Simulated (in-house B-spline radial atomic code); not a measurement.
Radial electron density of the magnesium ion Mg³⁺, [He] 2s2 2p5. Computed with an all-electron radial atomic-structure program (B-spline basis): non-relativistic PBE0, spin-polarised, spherical fractional occupations, point nucleus.

Caution: exact exchange at fractional occupations of open shells leaves self-interaction of up to several eV.

Columns: r (bohr), 4πr²n(r) (electrons per bohr), bar.

```
 0.00491   0.2957 #
 0.00573   0.3948 #
 0.00669   0.5259 ##
  0.0078   0.6961 ##
 0.00911   0.9202 ###
  0.0106    1.202 ####
  0.0124    1.575 #####
  0.0145    2.048 #######
  0.0169    2.627 #########
  0.0197    3.338 ###########
   0.023    4.205 ##############
  0.0268    5.213 #################
  0.0313    6.387 #####################
  0.0365    7.673 #########################
  0.0426    9.041 ##############################
  0.0498    10.42 ##################################
  0.0581    11.66 #######################################
  0.0678    12.64 ##########################################
  0.0791    13.22 ############################################
  0.0923    13.29 ############################################
   0.108    12.76 ##########################################
   0.126    11.71 #######################################
   0.147    10.31 ##################################
   0.171    8.882 #############################
     0.2    7.697 #########################
   0.233    7.128 ########################
   0.272    7.285 ########################
   0.317    8.067 ###########################
    0.37     9.15 ##############################
   0.432    10.05 #################################
   0.504    10.32 ##################################
   0.588    9.715 ################################
   0.686    8.283 ###########################
   0.801    6.316 #####################
   0.935    4.265 ##############
    1.09    2.528 ########
    1.27    1.295 ####
    1.49   0.5395 ##
    1.73   0.1972 #
    2.02  0.05555 
    2.36  0.01195
```

On this grid the curve has 2 maxima, near 0.0923, 0.504 bohr.

The 2s down radial function P(r) = rR(r), positive near the nucleus:

```tsv
r (bohr)	P
0.00167	0.0342
0.00227	0.04615
0.00309	0.0622
0.00421	0.0836
0.00573	0.1117
0.0078	0.1482
0.0106	0.1947
0.0145	0.2537
0.0197	0.323
0.0268	0.4014
0.0365	0.4817
0.0498	0.5488
0.0678	0.5764
0.0923	0.5287
0.126	0.3634
0.171	0.06051
0.233	-0.3709
0.317	-0.8356
0.432	-1.181
0.588	-1.252
0.801	-1.019
1.09	-0.6197
1.49	-0.2608
2.02	-0.0713
```
